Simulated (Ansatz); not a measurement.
Computed with Ansatz on PBE0-D4/def2-TZVP structures; ΔE is electronic, products minus reactants. CCSD(T)/CBS adds triple-zeta CCSD(T) − MP2 to the extrapolated MP2 energy (def2 sets, frozen cores). This one scheme is used for every species. For Ge outer-core shells are correlated without core-valence functions, which leaves a few kJ/mol of doubt a bond. Scalar relativity is left out up to krypton. Each species was taken in one conformer, which may not be the lowest.

Consider the ligand exchange at a Ge–O bond: `O[SiH2][O][GeH2][OH]` + `N[SiH](O)O` → `[OH][GeH2][NH][SiH](O)O` + `O[SiH2]O`.

`O[SiH2][O][GeH2][OH]`:

Cartesian coordinates in Å:
```
O -2.444 0.813 -0.499
Si -1.230 -0.209 -0.921
O 0.232 0.327 -0.437
Ge 1.187 0.175 1.048
O 2.305 -1.180 0.850
H -2.495 1.656 -0.950
H -1.160 -0.347 -2.397
H -1.573 -1.485 -0.249
H 0.292 -0.213 2.227
H 1.942 1.504 1.181
H 2.943 -1.041 0.147
```

`N[SiH](O)O`:

Cartesian coordinates in Å:
```
N -0.630 -1.041 -0.320
Si -0.124 0.485 0.276
O 0.312 1.388 -1.020
O 1.050 0.204 1.386
H -0.818 -1.791 0.327
H -1.256 -1.085 -1.108
H -1.109 1.319 0.989
H 0.853 0.962 -1.687
H 1.722 -0.441 1.156
```

`[OH][GeH2][NH][SiH](O)O`:

Cartesian coordinates in Å:
```
O -1.110 1.756 -0.770
Ge -1.769 0.206 -0.140
N -0.410 -0.682 0.693
Si 1.160 -0.809 0.014
O 2.181 -0.254 1.177
O 1.160 0.029 -1.387
H -0.941 2.394 -0.073
H -2.881 0.469 0.888
H -2.231 -0.497 -1.416
H -0.511 -0.817 1.687
H 1.579 -2.179 -0.360
H 3.108 -0.477 1.078
H 0.666 0.860 -1.390
```

`O[SiH2]O`:

Z-matrix (Å, degrees):
```
Si
O 1 1.642
O 1 1.642 2 113.5
H 1 1.481 2 111.5 3 116.9
H 1 1.481 2 103.8 3 -121.2
H 2 0.958 1 117.7 3 -66.0
H 3 0.958 1 117.7 2 -66.0
```

```tsv
species	CCSD(T)/CBS(def2) energy (Eh)
`O[SiH2][O][GeH2][OH]`	-2594.46708
`N[SiH](O)O`	-497.28304
`[OH][GeH2][NH][SiH](O)O`	-2649.81447
`O[SiH2]O`	-441.92975
```

(1) Work out ΔE.

Largest T1 diagnostic among the species: 0.012.

Results:

(1) ΔE = (-2649.81447) + (-441.92975) − (-2594.46708) − (-497.28304) = 0.00590 Eh = +15.5 kJ/mol.

The D4 term adds −6.1 kJ/mol with B3LYP and −3.2 kJ/mol with PBE0; it sums over pairs of atoms, weighted by their polarisabilities, and B3LYP, whose exchange is more repulsive, gets the larger term. In def2-TZVPP, CCSD(T) changes the Hartree–Fock value by −19.9 kJ/mol (the triples alone add −2.8 kJ/mol) and MP2 by −21.1 kJ/mol.

B3LYP here is the variant with VWN-RPA as its local correlation; programs differ in this.
